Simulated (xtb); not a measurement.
Cl2Sn, charge -1, doublet, geometry from GFN2-xTB (such geometries of metal compounds can be far from the true shape) (a state made from the parent by changing its charge; the spin is typed, not shown lowest). Base run: GFN2-xTB run with xtb 6.7.1.

Here is a job for xtb.
```
$ xtb mol.xyz --gfn 2 --chrg -1 --uhf 1 --json

# file mol.xyz
3

Sn     0.01076359    -0.01024665     0.63912643
Cl     1.23230621     1.55893049    -0.93616015
Cl    -1.26396382    -1.52879329    -0.94362347
```

The base run was repeated with changes; each row names its change, and settings that it needs were set with it.

```json
[
 {"change": "base", "ΔE vs base (kJ/mol)": "0.00", "G_solv (kcal/mol)": "-", "SCF cycles": "12"},
 {"change": "etemp = 3000", "ΔE vs base (kJ/mol)": "-1.15", "G_solv (kcal/mol)": "-", "SCF cycles": "12"},
 {"change": "alpb = toluene", "ΔE vs base (kJ/mol)": "-198.6", "G_solv (kcal/mol)": "-47.80", "SCF cycles": "12"},
 {"change": "acc = 0.1", "ΔE vs base (kJ/mol)": "0.00", "G_solv (kcal/mol)": "-", "SCF cycles": "13"},
 {"change": "etemp = 1000", "ΔE vs base (kJ/mol)": "0.00", "G_solv (kcal/mol)": "-", "SCF cycles": "12"},
 {"change": "alpb = benzene", "ΔE vs base (kJ/mol)": "-201.2", "G_solv (kcal/mol)": "-48.45", "SCF cycles": "12"},
 {"change": "alpb = ch2cl2", "ΔE vs base (kJ/mol)": "-219.3", "G_solv (kcal/mol)": "-52.95", "SCF cycles": "12"},
 {"change": "acc = 30", "ΔE vs base (kJ/mol)": "0.00", "G_solv (kcal/mol)": "-", "SCF cycles": "9"},
 {"change": "acc = 1000", "ΔE vs base (kJ/mol)": "0.02", "G_solv (kcal/mol)": "-", "SCF cycles": "6"}
]
```

ALPB and GBSA are two models with their own fitted parameters for each solvent, which aren't always the measured dielectric constant.
